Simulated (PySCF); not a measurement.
Species: `CC[C@@H](O)[C@H]1CC[SiH2]1`. The columns A, B, C and D hold Mulliken, IAO, Hirshfeld and ESP-fitted charges (e) of one PBE0/pcSseg-1 density (PySCF), in a shuffled order. Coordinates in Å (GFN2-xTB); the density's dipole moment is (-0.34, 1.39, -0.66) D.

```tsv
atom	x	y	z	A	B	C	D
C1	3.060	0.256	-0.294	-0.220	-0.420	-0.123	-0.249
C2	1.637	0.795	-0.232	+0.107	-0.264	-0.075	-0.231
C3	0.691	-0.164	0.500	+0.150	+0.103	+0.041	+0.088
O4	1.093	-0.370	1.842	-0.633	-0.549	-0.215	-0.444
C5	-0.756	0.313	0.455	-0.185	-0.392	-0.123	-0.527
C6	-1.507	0.092	-0.874	+0.085	-0.256	-0.071	-0.157
C7	-2.778	-0.608	-0.348	-0.366	-0.544	-0.166	-0.503
Si8	-2.019	-0.779	1.402	+0.415	+0.726	+0.337	+0.664
H9	3.090	-0.668	-0.867	+0.049	+0.136	+0.039	+0.106
H10	3.425	0.046	0.709	+0.058	+0.146	+0.035	+0.115
H11	3.724	0.979	-0.764	+0.054	+0.139	+0.039	+0.112
H12	1.631	1.758	0.289	-0.009	+0.121	+0.032	+0.100
H13	1.254	0.959	-1.241	-0.030	+0.134	+0.040	+0.121
H14	0.762	-1.158	0.044	+0.106	+0.130	+0.037	+0.105
H15	1.067	0.481	2.293	+0.399	+0.341	+0.159	+0.224
H16	-0.779	1.368	0.747	+0.039	+0.127	+0.028	+0.120
H17	-1.713	1.016	-1.414	+0.009	+0.136	+0.036	+0.126
H18	-0.941	-0.565	-1.535	+0.004	+0.131	+0.037	+0.114
H19	-3.651	0.040	-0.399	+0.096	+0.146	+0.035	+0.139
H20	-3.026	-1.520	-0.885	+0.080	+0.143	+0.032	+0.137
H21	-2.728	-0.140	2.512	-0.118	-0.122	-0.080	-0.089
H22	-1.546	-2.111	1.760	-0.090	-0.113	-0.073	-0.071
```

Q: Which column most likely holds the ESP-fitted charges?

A: A. Σ q r misses the density's dipole by 0.02 D (A), 1.05 D (B), 1.29 D (C), 1.29 D (D). Charges fitted to the outside potential are the only set here that is tied to the molecule's multipoles.

Q: And the Hirshfeld charges?

A: C. The mean sizes are 0.084 e (C), 0.150 e (A), 0.206 e (D), 0.242 e (B), and Hirshfeld charges are commonly the smallest of these schemes.

As computed, A = ESP-fitted, B = IAO, C = Hirshfeld, D = Mulliken. Hydrogens on carbon: ESP-fitted -0.03 to +0.11, IAO +0.12 to +0.15, Hirshfeld +0.03 to +0.04, Mulliken +0.10 to +0.14 e.

The IAO scheme counts the electrons in orthogonalised intrinsic atomic orbitals, a minimal basis polarised so that it spans the occupied orbitals exactly. The ESP scheme fits charges at the nuclei, held to the total charge, to the electrostatic potential on points at 1.4 to 2.0 times the van der Waals radii.

Isolated species at its GFN2-xTB geometry (one conformer only).

Conformer computed: `[CH3:1][CH2:2][C@@H:3]([OH:4])[C@H:5]1[CH2:6][CH2:7][SiH2:8]1`: C1–C2–C3–O4 61°, C2–C3–C5–C6 77°, H–O4–C3–C2 61°.
